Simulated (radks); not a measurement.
Effect of the nuclear size on the iridium ion Ir+, [Xe] 4f14 5d7 6s1. Method: Dirac Kohn-Sham, PBE, spin-unpolarised, spherical densities, finite nucleus; open shells are shared between the two j in proportion to 2j + 1; Fermi nuclear charge, rms radius 5.4032 fm; computed with a radial shooting solver on a logarithmic mesh with Libxc functionals. The rms radius is varied about that value; shifts are against it.

rms radius (fm)	total energy shift (eV)	density at nucleus (e/bohr^3)	1s1/2 shift (meV)	2s1/2 shift (meV)	4p1/2 shift (meV)	5s1/2 shift (meV)	5p1/2 shift (meV)	6s1/2 shift (meV)	6p1/2 (empty) shift (meV)
4.4036	-27.1	1.967e+06	-10900	-1580	-1.10	-16.5	0.237	-1.69	0.148
5.025	-10.7	1.871e+06	-4290	-622	-0.437	-6.48	0.093	-0.663	0.058
5.4032	0	1.821e+06	0.000	0.000	0.000	0.000	0.000	0.000	0.000
5.6626	7.58	1.789e+06	3050	443	0.313	4.61	-0.066	0.472	-0.041
6.0462	19.2	1.745e+06	7730	1120	0.796	11.7	-0.166	1.19	-0.105

Slopes of the eigenvalues against <r^2> in GHz/fm^2, as finite differences over the two radii next to the reference (eigenvalue slopes, not the field-shift constants of lines): 1s1/2 261000, 2s1/2 37800, 4p1/2 26.6, 5s1/2 394, 5p1/2 -5.62, 6s1/2 40.3, 6p1/2 (empty) -3.53.
